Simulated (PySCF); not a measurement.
# Basis and Hamiltonian dependence of the excitation energy of Sn

Sn [Kr] 4d10 5s2 5p2 (3P) → Sn [Kr] 4d10 5s1 5p2 6s1 (5P). All values are computed (PySCF 2.14, energy differences of UHF-based or UKS calculations, no spin-orbit coupling). Values in eV.

| basis | Hamiltonian | functions | UHF | LDA | PBE0 | MP2 (valence) | CCSD(T) (valence) | CCSD(T) (valence and next inner shell) |
| --- | --- | --- | --- | --- | --- | --- | --- | --- |
| aug-cc-pVDZ-PP with ECP28MDF | ECP | 32 | 8.304 | 10.553 | 9.969 | 8.964 | 9.220 | n/a |
| aug-cc-pwCVDZ-PP with ECP28MDF | ECP | 48 | 8.288 | 10.556 | 9.965 | 9.003 | 9.249 | 9.725 |
| aug-cc-pVTZ-PP with ECP28MDF | ECP | 55 | 8.216 | 10.518 | 9.917 | 9.051 | 9.280 | n/a |
| aug-cc-pVTZ-PP with one added diffuse shell each of d, f type with ECP28MDF | ECP | 67 | 8.215 | 10.517 | 9.916 | 9.051 | 9.280 | n/a |
| aug-cc-pVTZ-DK3 | spin-free X2C | 68 | 8.241 | 10.448 | 9.885 | 9.066 | 9.292 | n/a |
| x2c-TZVPPall with one added diffuse shell each of s, p, d, f type | spin-free X2C | 76 | 8.408 | 10.542 | 9.989 | 9.206 | 9.427 | 9.958 |
| def2-QZVPPD with the def2 core potential (28 electrons) | ECP | 88 | 8.184 | 10.514 | 9.908 | 9.094 | 9.296 | n/a |
| aug-cc-pVQZ-PP with ECP28MDF | ECP | 92 | 8.167 | 10.506 | 9.899 | 9.083 | 9.283 | n/a |
| aug-cc-pVQZ-DK3 | spin-free X2C | 102 | 8.180 | 10.424 | 9.852 | 9.085 | 9.284 | n/a |
| aug-cc-pwCVTZ-DK3 | spin-free X2C | 109 | 8.226 | 10.460 | 9.887 | 9.086 | 9.300 | n/a |
| aug-cc-pVQZ-PP with one added diffuse shell each of s, p, d, f, g type with ECP28MDF | ECP | 117 | 8.132 | 10.498 | 9.885 | 9.059 | n/a | n/a |
| aug-cc-pwCVTZ-DK3 with one added diffuse shell each of s, p, d, f type | spin-free X2C | 125 | 8.135 | 10.426 | 9.841 | 9.014 | n/a | n/a |
| x2c-QZVPPall with one added diffuse shell each of s, p, d, f type | spin-free X2C | 128 | 8.160 | 10.432 | 9.851 | 9.067 | n/a | n/a |
| aug-cc-pV5Z-PP with ECP28MDF | ECP | 139 | 8.148 | 10.504 | 9.894 | 9.101 | n/a | n/a |

Frozen in the all-electron rows: valence: [Kr] 4d10; valence and next inner shell: [Ar] 3d10; with a core potential, the same shells as far as they lie outside it.

The upper state lies above the first ionisation limit, but in LS coupling its spin forbids autoionisation to the ground ion; at this Z spin-orbit coupling breaks that rule. A Rydberg-like electron needs more diffuse functions than a valence basis has.
